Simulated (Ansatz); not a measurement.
Saddle point of SiNH7O4, singlet (SiH₄O₄ ([OH][Si]([OH])([OH])[OH]) + NH₃ → SiNH₅O₃ ([NH2][Si]([OH])([OH])[OH]) + H₂O; bonds formed: O2–H6; dative contacts that become bonds: Si1–N7; bonds broken: Si1–O2, H6–N7), PBE0-D4/def2-TZVP structure:

```xyz
13
angstrom
Si -0.0397 -0.5851 0.1255
O -0.0350 1.5330 0.7892
O 0.1632 -1.9845 -0.7269
O -1.6551 -0.6017 0.3945
O 1.0649 -0.6985 1.3184
H 0.3434 1.3944 -0.5475
N 0.5107 0.5138 -1.2480
H -0.7483 2.1223 1.0386
H -0.1052 -2.7909 -0.2858
H -1.9397 0.1344 0.9387
H 1.0728 0.1374 1.8017
H -0.0977 0.4796 -2.0569
H 1.4658 0.3459 -1.5414
```

Energies are electronic, without zero-point energy. Barriers and step energies count from the start structure reached by relaxing down the imaginary mode; all methods use the PBE0-D4 structures, on which another method's saddle can fall below an end. Computed with Ansatz 0.2.0 (basis: def2-TZVPP, with def2-QZVPP for the basis limit); correlated methods freeze the cores. B3LYP uses VWN-RPA correlation. Extrapolation: Hartree–Fock as exp(−7.88 √X), correlation as X^−2.97.

```
      method  barrier (eV)  step energy (eV)
       SPW92         1.087             0.361
      PBE-D4         1.183             0.222
     BLYP-D4         1.225             0.132
   r2SCAN-D4         1.348             0.308
      B97M-V         1.492             0.305
     PBE0-D4         1.341             0.258
    B3LYP-D4         1.347             0.174
  r2SCAN0-D4         1.442             0.312
    BHLYP-D4         1.525             0.220
CAM-B3LYP-D4         1.389             0.230
     wB97X-V         1.433             0.294
     wB97M-V         1.418             0.297
      B2PLYP             ?             0.238
    PBE-QIDH         1.453             0.320
  RPA on PBE         1.485             0.328
          HF             ?             0.146
         MP2             ?             0.318
        CCSD         1.552             0.297
     CCSD(T)         1.488             0.310
```

(1) Fill in the withheld barriers. (Judge from chemistry; the value comes from the calculation.)

The T1 diagnostic stays at or below 0.012.

## Answers

(1) By the calculation: HF 1.787; MP2 1.443; B2PLYP 1.404 eV. Each is the energy of the saddle less that of the start structure, by the same method.

For comparison, the barrier by CCSD(T) at an estimated basis limit (MP2 extrapolated from triple and quadruple zeta, plus CCSD(T) − MP2 in triple zeta) is 1.469 eV.

Labels in which every atom is bracketed show which atoms are joined, not bond orders.

For scale, one of the runs: CCSD(T)/def2-TZVPP, 295 basis functions, launched by `ansatz run in.yaml --threads 8 --pin off --events-out ev --progress --plain --max-ram 19148MiB`. Hardware: 8 CPU threads of an Intel Xeon, shared host. Wall time 4.5 min; peak host memory 10 GiB.
